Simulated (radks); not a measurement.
The numbers below are computed, except where a source is named.
Q: Lu3+, 68 electrons, occupied as [Xe] 4f14. Level of theory: scalar-relativistic Kohn-Sham, PBE, spin-polarised, spherical densities, point nucleus (a radial shooting solver on a logarithmic mesh with Libxc functionals). Some entries of the table are withheld. Estimate them.

| orbital | occ. | eigenvalue (eV) | <r^2> (bohr^2) |
|---|---|---|---|
| 1s | 2 | -63273.29 | 0.0005119 |
| 2s | 2 | (1) | 0.007917 |
| 2p | 6 | -9496.994 | 0.006494 |
| 3s | 2 | -2466.334 | 0.05167 |
| 3p | 6 | -2077.593 | 0.05225 |
| 3d | 10 | -1611.265 | 0.04343 |
| 4s | 2 | -512.2610 | (2) |
| 4p | 6 | -384.7522 | 0.2936 |
| 4d | 10 | -218.5150 | 0.3483 |
| 5s | 2 | -87.7061 | (3) |
| 5p | 6 | (4) | 2.127 |
| 4f | 14 | -36.2055 | 0.6733 |

A: 
(1) 2s eigenvalue (eV): -10792.65
(2) 4s <r^2> (bohr^2): 0.2580
(3) 5s <r^2> (bohr^2): 1.528
(4) 5p eigenvalue (eV): -57.9624
